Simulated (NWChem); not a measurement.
Species: CH₃Cl₂NbO; SMILES [CH3][Nb]([Cl])([Cl])=[O]

Computed with NWChem. Coordinates come from a PBE0/def2-SVP optimisation. Not confirmed as a minimum by frequencies. def2 effective core potentials on Nb; no spin-orbit coupling. Level M06-L/def2-SVP: energy and gradient on several grids; changes count from the extra-fine grid, which is no exact limit either.

Task: Which is the coarsest grid (coarse; medium; fine; xfine; xcoarse) from which on the energy stays within 500 μHa and each gradient component within 500 μHa/bohr of xfine?

Result: medium.
```csv
grid,size of the energy change (μHa),largest change of a gradient component (μHa/bohr),"time, medium = 1 (rough)"
xcoarse,800,10000,about 1
coarse,100,2000,about 1
medium,50,200,about 1
fine,< 10,50,about 1
xfine,< 10,< 30,2
```
